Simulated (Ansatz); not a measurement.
`[SiH]N([SiH3])[SiH3]` + H₂O → `O[SiH]` + `[SiH3]N[SiH3]` at 298.15 K and 1 bar (formal hydrolysis of the Si–N bond).

Program: Ansatz. Geometries: PBE0-D4/def2-TZVP. ΔE: electronic, gas phase. CCSD(T)/CBS is extrapolated from def2-TZVPP and def2-QZVPP, frozen cores.

| species | CCSD(T)/CBS energy (Eh) | H − E (kJ/mol) | S (J/(mol·K)) |
| --- | --- | --- | --- |
| `[SiH]N([SiH3])[SiH3]` | -926.15025 | 191.2 | 350.4 |
| H₂O | -76.37685 | 66.4 | 188.7 |
| `O[SiH]` | -365.43384 | 65.7 | 241.9 |
| `[SiH3]N[SiH3]` | -637.09813 | 192.6 | 335.6 |

H − E and S are ideal-gas, rigid-rotor, harmonic terms from PBE0-D4/def2-TZVP. 1 Eh = 2625.50 kJ/mol, R = 8.31446 J/(mol·K).

Q: By hand: ΔE, ΔH, ΔS and ΔG.

A: ΔE = (-365.43384) + (-637.09813) − (-926.15025) − (-76.37685) = -0.00487 Eh = -12.8 kJ/mol. Δ(H − E) = 65.7 + 192.6 − 191.2 − 66.4 = 0.7, so ΔH = -12.1 kJ/mol. ΔS = 241.9 + 335.6 − 350.4 − 188.7 = 38.4 J/(mol·K). ΔG = -12.1 − 298.15 × (38.4)/1000 = -23.5 kJ/mol.

Q: By hand: the equilibrium constant, and the temperature at which ΔG would vanish if ΔH and ΔS stayed fixed.

A: log₁₀ K = −ΔG/(RT ln 10) = 4.1. ΔH and −TΔS have one sign here, so there is no such temperature.

TΔS isn't small against ΔH here. A doubt of 5 kJ/mol in ΔE shifts log₁₀ K by 0.9 here. Modes under 60 cm⁻¹, often nearly free rotors, make the harmonic entropy too high. These are equilibria of isolated gas molecules and say nothing of rates. Largest T1 diagnostic: 0.016 (customary marks: 0.02 for closed shells, 0.045 for open ones).
